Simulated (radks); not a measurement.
Results of a calculation; reference values are marked as such.
Q: The helium ion He+, 1s1. Code: a radial shooting solver on a logarithmic mesh with Libxc functionals. Model: non-relativistic Kohn-Sham, PBE, spin-polarised, spherical densities, point nucleus. Every spin shell is full or empty, so the densities are truly spherical. Functionals are evaluated on that one density, not self-consistently. Rank these exchange functionals by their error against the exact value of the orbitals, and give that value: LDA, PBE, PBEsol, revPBE, RPBE, PW91, PW86, WC, SOGGA, G96, revTPSS, Tao-Mo, MVS.

A: Exact: -0.618988 hartree. From best to worst, with 100 (|E| - |E exact|)/|E exact| (equal figures are ties): revTPSS +0.09, PW86 -0.11, MVS +0.12, Tao-Mo +0.15, RPBE -0.18, G96 -0.25, revPBE -0.41, PW91 -1.57, PBE -1.88, WC -3.86, PBEsol -6.17, SOGGA -6.39, LDA -14.13.
